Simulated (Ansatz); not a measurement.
All numbers were calculated with Ansatz.

Basis-set series for AlH$_{3}$S$_{3}$ (`[SH][Al]([SH])[SH]`). The species carries charge 0 and has multiplicity 1. The geometry is a stationary point of PBE0-D4/def2-TZVP. It is one conformer, not always the lowest.

Cartesian coordinates in Å:
```
S -0.144 0.503 -2.162
Al 0.193 -0.255 -0.149
S -0.619 0.669 1.651
S 1.418 -2.041 0.041
H -0.888 1.539 -1.737
H -1.252 1.644 0.976
H 1.291 -2.060 1.380
```

```tsv
functional	basis	functions	energy (Eh)	HOMO (eV)	LUMO (eV)
PBE0-D4	def2-SVP	87	-1437.97130	-7.58	-0.46
PBE0-D4	def2-TZVPP	210	-1438.47519	-7.74	-0.64
ωB97M-V	def2-SVP	87	-1438.41511	-9.70	1.27
ωB97M-V	def2-TZVPP	210	-1438.91583	-9.90	1.04
```

Task: Give the rows for def2-QZVPP. (An estimate is asked.)

Result: The calculation gave: 
```csv
functional,basis,functions,energy (Eh),HOMO (eV),LUMO (eV)
PBE0-D4,def2-QZVPP,370,-1438.51874,-7.77,-0.82
ωB97M-V,def2-QZVPP,370,-1438.95753,-9.94,0.58
```

Positive LUMOs are unbound and depend on the basis.
